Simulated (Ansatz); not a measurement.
Ideal-gas functions of `N#CC(C#N)(C#N)C#N` at 500 K and 1 bar, from an Ansatz frequency run at PBE0-D4/def2-TZVP.

Molar mass 116.08 g/mol, point group Td (symmetry number 12), electronic degeneracy 1, moments of inertia 326.842, 326.85, 326.852 u Å². Harmonic wavenumbers (cm⁻¹, unscaled): 113, 113, 148, 148, 148, 352, 352, 352, 564, 564, 564, 581, 581, 595, 1095, 1095, 1095, 2404, 2404, 2404, 2412.

Use S(trans) = R[1.5 ln M + 2.5 ln T − 1.1517]; rotational temperatures θ = 24.2544 K / I; S(rot) = R[ln(√π/σ · √(T³/θAθBθC)) + 1.5]; for each mode x = 1.438777 ν̃/T, S = R[x/(eˣ − 1) − ln(1 − e⁻ˣ)] and H = RT x/(eˣ − 1); 1 cm⁻¹ = 0.0119627 kJ/mol; R = 8.31446 J/(mol·K).

By hand: the entropy, in J/(mol·K).

Translation 178.9. Rotation: θ = 0.0742, 0.0742, 0.0742 K, giving 106.5. Vibration, mode by mode: 17.69, 17.69, 15.47, 15.47, 15.47, 8.55, 8.55, 8.55, 5.14, 5.14, 5.14, 4.95, 4.95, 4.79, 1.54, 1.54, 1.54, 0.07, 0.07, 0.07, 0.06, in all 142.5. Electronic 0.0. Sum 427.9 J/(mol·K).

By hand: H − E and G − E in kJ/mol, counted from the electronic energy.

Zero-point energy ½ × 18084 × 0.0119627 = 108.2; thermal vibration 35.9; translation, rotation and pV give 4 RT = 16.6. H − E = 160.7 kJ/mol, and G − E = 160.7 − 500 × 427.9/1000 = -53.2 kJ/mol.

Vibration gives 33 % of the entropy, 81.8 J/(mol·K) of it from the modes under 150 cm⁻¹: soft modes count most, and the harmonic formula is weakest for them.
